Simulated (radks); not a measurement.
The numbers below are computed, except where a source is named.
Effect of the nuclear size on the titanium ion Ti2+, [Ar] 3d2. Code: a radial shooting solver on a logarithmic mesh with Libxc functionals. Model: Dirac Kohn-Sham, exchange-only LDA, spin-unpolarised, spherical densities, finite nucleus; open shells are shared between the two j in proportion to 2j + 1; Fermi nuclear charge, rms radius 3.5921 fm. The rms radius is varied about that value; shifts are against it.

rms radius (fm)	total energy shift (eV)	density at nucleus (e/bohr^3)	1s1/2 shift (meV)	2s1/2 shift (meV)	3s1/2 shift (meV)
2.888	-0.0172	8493	-7.28	-0.609	-0.084
3.3119	-0.00727	8457	-3.08	-0.258	-0.036
3.5921	0	8436	0.000	0.000	0.000
3.8112	0.00608	8420	2.58	0.216	0.030
4.3428	0.0223	8386	9.44	0.790	0.109

Slopes of the eigenvalues against <r^2> in GHz/fm^2, as finite differences over the two radii next to the reference (eigenvalue slopes, not the field-shift constants of lines): 1s1/2 385, 2s1/2 32.2, 3s1/2 4.43.
